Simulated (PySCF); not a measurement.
PySCF input file for 1,1-difluoroethane (C2H4F2), SMILES CC(F)F, PBE0-D3(BJ)/def2-SVP. The structure is a stationary point at PBE0-D3(BJ)/def2-SVP.

```python
import numpy as np
from pyscf import gto, scf, dft, df
from pyscf.hessian import thermo

mol = gto.M(
    atom='''
    C    -1.36413942    0.08731130   -0.00000001
    C     0.07062732   -0.35061046    0.00000000
    F     0.70707221    0.13476663   -1.09222883
    F     0.70707219    0.13476663    1.09222884
    H    -1.40517685    1.18584453   -0.00000001
    H    -1.87691842   -0.29135170   -0.89459134
    H    -1.87691842   -0.29135170    0.89459131
    H     0.19278669   -1.44914560   -0.00000000
    ''',
    basis='def2-SVP',
    charge=0,
    spin=0,
    max_memory=1600,
    verbose=3,
)
mf = dft.RKS(mol, xc='pbe0').density_fit(auxbasis='def2-universal-jkfit')
mf.disp = 'd3bj'
mf.grids.level = 3
mf.conv_tol = 1e-11
mf.max_cycle = 100
mf.kernel()

# [left out here: the lines that compute and print the analytic Hessian (its translational invariance restored by hand, since the grid's response is missing), thermochemistry and intensities]
```

Output:

```
converged SCF energy = -277.815688398115

WARN: DFTD3 does not support analytical Hessian, using finite difference


WARN: Mole.unit (angstrom) is changed to Bohr

Mode                                 0                   1                   2
Irrep
Freq [cm^-1]                      247.1464            384.5410            476.4642
Reduced mass [au]                   1.0660              2.9378              3.9208
Force const [Dyne/A]                0.0384              0.2560              0.5244
Char temp [K]                     355.5887            553.2689            685.5259
Normal mode                   x     y     z       x     y     z       x     y     z
       0   C                 0.00  0.00 -0.01   -0.00 -0.00  0.12   -0.13 -0.01 -0.00
       1   C                 0.00  0.00 -0.01   -0.00  0.00 -0.08   -0.07  0.05  0.00
       2   F                 0.00  0.04  0.01    0.11 -0.02 -0.03    0.08 -0.01  0.08
       3   F                -0.00 -0.04  0.01   -0.11  0.02 -0.03    0.08 -0.01 -0.08
       4   H                -0.00  0.00 -0.57   -0.00 -0.00  0.23   -0.35 -0.02 -0.00
       5   H                -0.15 -0.46  0.27   -0.24  0.05  0.24   -0.08 -0.12  0.01
       6   H                 0.15  0.46  0.27    0.24 -0.05  0.24   -0.08 -0.12 -0.01
       7   H                 0.00  0.00 -0.04   -0.00 -0.00 -0.09   -0.19  0.04  0.00
Mode                                 3                   4                   5
Irrep
Freq [cm^-1]                      580.5405            890.8720            968.7913
Reduced mass [au]                   4.1411              2.0929              1.7673
Force const [Dyne/A]                0.8223              0.9787              0.9773
Char temp [K]                     835.2685           1281.7665           1393.8750
Normal mode                   x     y     z       x     y     z       x     y     z
       0   C                -0.03  0.01  0.00    0.15  0.03 -0.00    0.00  0.00 -0.13
       1   C                 0.02  0.13 -0.00   -0.02  0.07  0.00   -0.00 -0.00 -0.08
       2   F                 0.01 -0.04 -0.12   -0.04 -0.02  0.06   -0.05 -0.02  0.05
       3   F                 0.01 -0.04  0.12   -0.04 -0.02 -0.06    0.05  0.02  0.05
       4   H                -0.35 -0.01  0.00   -0.23  0.01 -0.00   -0.00  0.00  0.20
       5   H                 0.06 -0.15  0.01    0.32 -0.24  0.02   -0.47  0.11  0.10
       6   H                 0.06 -0.15 -0.01    0.32 -0.24 -0.02    0.47 -0.11  0.10
       7   H                -0.06  0.12 -0.00   -0.25  0.04 -0.00   -0.00 -0.00  0.03
Mode                                 6                   7                   8
Irrep
Freq [cm^-1]                     1156.5147           1189.6310           1193.6246
Reduced mass [au]                   2.1209              3.1063              3.0099
Force const [Dyne/A]                1.6713              2.5901              2.5266
Char temp [K]                    1663.9672           1711.6142           1717.3600
Normal mode                   x     y     z       x     y     z       x     y     z
       0   C                -0.03  0.12  0.00    0.03  0.02 -0.00   -0.00 -0.00 -0.07
       1   C                 0.12 -0.13 -0.00   -0.13 -0.14  0.00    0.00  0.00  0.19
       2   F                -0.02  0.01  0.01    0.04  0.05 -0.06    0.03  0.04 -0.06
       3   F                -0.02  0.01 -0.01    0.04  0.05  0.06   -0.03 -0.04 -0.06
       4   H                -0.55  0.10  0.00   -0.01  0.01  0.00    0.00 -0.00  0.18
       5   H                -0.04 -0.13  0.10    0.10 -0.14  0.03   -0.21  0.01  0.06
       6   H                -0.04 -0.13 -0.10    0.10 -0.14 -0.03    0.21 -0.01  0.06
       7   H                 0.21 -0.13 -0.00   -0.42 -0.18  0.00    0.00  0.00  0.39
Mode                                 9                  10                  11
Irrep
Freq [cm^-1]                     1370.6988           1404.1623           1439.5790
Reduced mass [au]                   1.2408              1.1899              1.3870
Force const [Dyne/A]                1.3735              1.3823              1.6936
Char temp [K]                    1972.1304           2020.2769           2071.2336
Normal mode                   x     y     z       x     y     z       x     y     z
       0   C                 0.09 -0.07 -0.00    0.00  0.00 -0.05    0.10  0.02 -0.00
       1   C                 0.06  0.01  0.00   -0.00  0.00  0.10   -0.12  0.02 -0.00
       2   F                -0.01  0.01 -0.00   -0.00 -0.02 -0.01    0.01 -0.01 -0.00
       3   F                -0.01  0.01  0.00    0.00  0.02 -0.01    0.01 -0.01  0.00
       4   H                -0.35 -0.08  0.00    0.00  0.00  0.31   -0.01  0.01  0.00
       5   H                -0.34  0.27  0.10   -0.01 -0.17  0.04   -0.34 -0.17  0.33
       6   H                -0.34  0.27 -0.10    0.01  0.17  0.04   -0.34 -0.17 -0.33
       7   H                -0.51 -0.05 -0.00    0.00  0.00 -0.82    0.43  0.10  0.00
Mode                                12                  13                  14
Irrep
Freq [cm^-1]                     1460.8505           1461.5898           3078.1386
Reduced mass [au]                   1.2333              1.0884              1.0523
Force const [Dyne/A]                1.5507              1.3699              5.8744
Char temp [K]                    2101.8386           2102.9023           4428.7561
Normal mode                   x     y     z       x     y     z       x     y     z
       0   C                 0.05 -0.03  0.00   -0.00  0.00  0.03   -0.04  0.01  0.00
       1   C                -0.11 -0.03  0.00    0.00  0.00  0.07   -0.00  0.05  0.00
       2   F                 0.01  0.00 -0.00    0.00 -0.00 -0.01    0.00 -0.00 -0.00
       3   F                 0.01  0.00  0.00   -0.00  0.00 -0.01    0.00 -0.00  0.00
       4   H                -0.48 -0.05 -0.00    0.00  0.00 -0.62    0.01 -0.44 -0.00
       5   H                 0.17  0.35 -0.22   -0.19  0.42 -0.04    0.21  0.16  0.38
       6   H                 0.17  0.35  0.22    0.19 -0.42 -0.04    0.21  0.16 -0.38
       7   H                 0.40  0.03 -0.00   -0.00 -0.00 -0.32    0.06 -0.55  0.00
Mode                                15                  16                  17
Irrep
Freq [cm^-1]                     3080.8023           3189.3269           3191.0752
Reduced mass [au]                   1.0728              1.1055              1.1056
Force const [Dyne/A]                5.9994              6.6253              6.6333
Char temp [K]                    4432.5886           4588.7313           4591.2467
Normal mode                   x     y     z       x     y     z       x     y     z
       0   C                -0.03  0.02  0.00   -0.03 -0.08  0.00   -0.00 -0.00 -0.09
       1   C                 0.01 -0.07  0.00    0.00 -0.01  0.00    0.00 -0.00 -0.00
       2   F                -0.00  0.00  0.00    0.00  0.00 -0.00   -0.00 -0.00  0.00
       3   F                -0.00  0.00 -0.00    0.00  0.00  0.00    0.00  0.00  0.00
       4   H                 0.01 -0.40 -0.00   -0.03  0.75  0.00   -0.00  0.00 -0.01
       5   H                 0.14  0.10  0.24    0.19  0.13  0.33    0.32  0.23  0.54
       6   H                 0.14  0.10 -0.24    0.19  0.13 -0.33   -0.32 -0.23  0.54
       7   H                -0.09  0.76  0.00   -0.01  0.08 -0.00   -0.00  0.00  0.00
temperature 298.1500 [K]
pressure 101325.00 [Pa]
Rotational constants [GHz] 9.55931 9.04452 5.21582
Symmetry number 1
Zero-point energy (ZPE) 0.06097 [Eh]   160086.358 [J/mol]
                           tot       elec      trans        rot        vib
Entropy [J/mol/K]       280.353      0.000    161.007    100.756     18.589
Cv [J/mol/K]             57.215      0.000     12.472     12.472     32.271
Cp [J/mol/K]             65.529      0.000     20.786     12.472     32.271
Internal energy [J/mol]                      3718.434   3718.434 163798.524
Internal energy [Eh]   -277.75047  -277.81569
Enthalpy [J/mol]                             6197.391   3718.434 163798.524
Enthalpy [Eh]          -277.74952
Gibbs free energy [J/mol]                  -41806.994 -26321.908 158256.086
Gibbs free energy [Eh] -277.78136
static polarisability / bohr^3: [[23.621 -0.492  0.   ]
 [-0.493 23.07   0.   ]
 [ 0.     0.    22.84 ]]
largest difference of analytic and finite-field dipole derivatives / e: 0.001011642746386876
mode   freq/cm-1   IR/(km/mol)   Raman/(A^4/amu)   depolarisation
   1      247.15         0.064             0.015            0.750
   2      384.54         0.086             0.328            0.750
   3      476.46        13.507             0.932            0.625
   4      580.54         5.264             0.777            0.625
   5      890.87         5.267             5.536            0.272
   6      968.79        32.333             3.545            0.750
   7     1156.51        28.186             2.517            0.350
   8     1189.63       106.861             3.922            0.653
   9     1193.62       169.407             2.618            0.750
  10     1370.70         1.205             0.746            0.739
  11     1404.16        40.103            12.927            0.750
  12     1439.58        68.240             3.845            0.615
  13     1460.85        37.288            13.285            0.728
  14     1461.59         0.517             7.174            0.750
  15     3078.14        21.500            37.691            0.265
  16     3080.80        32.895           192.597            0.098
  17     3189.33         5.715            51.500            0.736
  18     3191.08         4.220            57.799            0.750
max |gradient| / (hartree/bohr): 0.00011371365890765607
APT charges: [-0.1164  1.1989 -0.549  -0.549   0.0293  0.0295  0.0295 -0.073 ]
```

The run converged.

Cost: very roughly 100 core-seconds.
